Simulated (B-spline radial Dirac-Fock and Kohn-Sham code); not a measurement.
**Run log: Si²⁺**

ΔSCF core binding energies without Breit or QED terms, calculated with a B-spline atomic structure program. Keys: rel is the Hamiltonian (dirac, or spin-free x2c and nr, where L3 and M5 stand for the whole 2p and 3d shells), method is hf or an exchange,correlation pair (spin-unpolarised, also for the hole states), nuc the nuclear model, radius_factor scales its radius, rmax is the box in bohr, h the logarithmic mesh step, order the B-spline order, points the quadrature points per cell, c_factor scales the speed of light, and damp, ndamp, maxit and tol steer the iteration. The run stops when the commutator error falls below 10·tol·max(1, Z/10), or the numerical noise floor, and the energy has settled to about 1e-8 Ha; the virial ratio is −V/T.

Input (task.json):

```json
{"items": [{"Z": 14, "q": 2, "cfg": [[1, 0, 2], [2, 0, 2], [2, 1, 6], [3, 0, 2]], "A": 28, "rrms": 3.1224, "do": "settings", "holes": ["K", "L3", "M5"],
  "settings": [{"rel": "x2c", "method": "pbesol", "nuc": "fermi", "radius_factor": 1.0, "rmax": 25.0, "h": 0.3, "order": 8, "points": 10, "c_factor": 1.0, "maxit": 60, "damp": 0.5, "ndamp": 3, "tol": 1e-08}]}]}
```

Command: `python xray2_run.py task.json out`

Ground-state iterations:

```
iter   energy (Ha)        error
   1     -287.54108887  4.99e-01
   2     -288.17050814  1.82e-01
   3     -288.39036797  4.15e-02
   4     -288.40363377  8.83e-03
   5     -288.40415586  5.43e-03
   6     -288.40437788  1.98e-04
   7     -288.40437799  2.07e-04
   8     -288.40437799  8.63e-06
   9     -288.40437799  3.86e-07
  10     -288.40437799  1.11e-07
```

The ground state converged in 10 iterations, with total energy -288.40438 Ha, virial ratio 1.99730 and highest orbital energy -28.49 eV. ΔSCF binding energies: K (1s) 1882.9 eV, L3 (2p3/2) 134.2 eV. Holes are computed only in closed shells, and unreliable hole states are left out.
